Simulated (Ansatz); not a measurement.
Isolated molecules relaxed with PBE0-D4/def2-TZVP in Ansatz; ΔE leaves out vibrations. CBS: MP2 limit from def2 TZ/QZ plus the TZ coupled-cluster correction, frozen cores. This one scheme is used for every species. DFT in def2-TZVPP. Elements past krypton have def2 core potentials. For Mo outer-core shells are correlated without core-valence functions, which leaves a few kJ/mol of doubt a bond. Each species was taken in one conformer, which may not be the lowest.

Consider the ligand exchange at a Mo–N bond: `C[N]=[Mo](=[O])([OH])[N](C)C` + H–F → `C[N]=[Mo](=[O])([OH])[F]` + dimethylamine.

| level | ΔE (eV) |
| --- | --- |
| r2SCAN0-D4 | -0.57 |
| r2SCAN | -0.65 |
| MP2/def2-SVP | -0.38 |
| CCSD/CBS(def2) | -0.47 |

Question: What does CCSD(T)/CBS give? (An estimate is asked.)

Answer: Ansatz gave: -0.39 eV. The listed levels differ from it by -0.18, -0.26, 0.01, -0.08 eV.

Largest T1 diagnostic among the species: 0.022, so the coupled-cluster value is less sure than usual.

At CCSD(T), def2-SVP lies −0.06 eV from the extrapolated value and def2-TZVPP +0.00 eV. From BLYP to BHLYP (50 % exact exchange), in def2-TZVPP and without D4, ΔE moves by +0.04 eV.
